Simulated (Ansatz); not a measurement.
Reactions of `C[NH][SnH2][SiH3]`.

Program: Ansatz. Geometries: PBE0-D4/def2-TZVP. ΔE: electronic, gas phase. CCSD(T)/CBS is the MP2 limit (def2-TZVPP, def2-QZVPP) plus CCSD(T) − MP2 in def2-TZVPP, frozen cores. This one scheme is used for every species, atoms too. Open shells (•) are unrestricted, without spin–orbit coupling. Spin–orbit coupling would lower the free atoms: a little for C, Si; strongly for Sn. def2 core potentials past Kr. For Sn outer-core shells are correlated without core-valence functions, so the limit isn't a true one: a few kJ/mol of doubt a bond, and 10 to 20 or more in all where bonds break to atoms. One conformer a species, not always the lowest.

Problem. Order these by ΔE at CCSD(T)/CBS, lowest first. (Best estimate.)
A. `C[NH][SnH2][SiH3]` + H₂ → `C[NH][SnH3]` + SiH₄
B. `C[NH][SnH2][SiH3]` + `N[SiH3]` → `[SiH3][NH][SnH2][SiH3]` + CH₃NH₂
C. `C[NH][SnH2][SiH3]` → `C[NH][SnH3]` + `[SiH2]`
D. `C[NH][SnH2][SiH3]` + `[OH][AlH2]` → `[AlH2][O][SnH2][SiH3]` + CH₃NH₂
E. `C[NH][SnH2][SiH3]` → C• + 9 H• + N• + Si• + Sn•
F. `C[NH][SnH2][SiH3]` + HCl → `[SiH3][SnH2][Cl]` + CH₃NH₂
G. `C[NH][SnH2][SiH3]` + H₂O → `C[NH][SnH2][OH]` + SiH₄
H. `C[NH][SnH2][SiH3]` + H₂ → `[SiH3][SnH3]` + CH₃NH₂

Solution. F (-104.4 kJ/mol), D (-42.8 kJ/mol), H (-27.9 kJ/mol), B (-19.7 kJ/mol), G (-2.3 kJ/mol), A (+10.4 kJ/mol), C (+266.4 kJ/mol), E (+3967.2 kJ/mol).

Largest T1 diagnostic: 0.014, for `[AlH2][O][SnH2][SiH3]`.
